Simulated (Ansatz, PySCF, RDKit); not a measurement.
Pair of molecules: HCl (SMILES Cl) (first 2 atoms) with CH4O (SMILES CO); geometry from B3LYP-D3(BJ)/def2-TZVP.
(charge 0, multiplicity 1):
```xyz
8

Cl     0.6626    -0.2654     0.2514
H     -0.0003    -0.3857     1.3778
C      0.1699     0.1322     3.9273
O     -0.7589    -0.3981     2.9755
H      0.4391     1.1652     3.6933
H      1.0623    -0.4866     3.8660
H     -0.2335     0.0762     4.9408
H     -1.5639     0.1311     2.9862
```

Counterpoise-corrected where a basis set is named; no monomer relaxation. RDKit's UFF carries no charges.

Correlated levels freeze the cores.

Programs: Ansatz (Gaussian basis) for Hartree–Fock, density functionals and correlated methods; PySCF for the dispersion terms; RDKit for the force fields. Values without a source in brackets are computed.

```json
[
 {"level": "UFF", "interaction energy (kcal/mol)": "55.67"},
 {"level": "BLYP-D3(BJ)/def2-TZVPPD", "interaction energy (kcal/mol)": "-7.16"},
 {"level": "BLYP-D4/def2-TZVPPD", "interaction energy (kcal/mol)": "-7.08"},
 {"level": "revPBE-D3(BJ)/def2-TZVPPD", "interaction energy (kcal/mol)": "-6.94"},
 {"level": "r2SCAN/def2-TZVPPD", "interaction energy (kcal/mol)": "-7.55"},
 {"level": "B3LYP-D4/def2-TZVPPD", "interaction energy (kcal/mol)": "-7.22"},
 {"level": "BHLYP-D3(BJ)/def2-TZVPPD", "interaction energy (kcal/mol)": "-7.35"},
 {"level": "B2PLYP/def2-TZVPPD", "interaction energy (kcal/mol)": "___"},
 {"level": "SCS-MP2/aug-cc-pV(D+d)Z", "interaction energy (kcal/mol)": "___"}
]
```

Q: Some entries are withheld; supply them.

A: 
- B2PLYP/def2-TZVPPD, interaction energy (kcal/mol): -6.27
- SCS-MP2/aug-cc-pV(D+d)Z, interaction energy (kcal/mol): -5.36

Ansatz is an electronic-structure program.
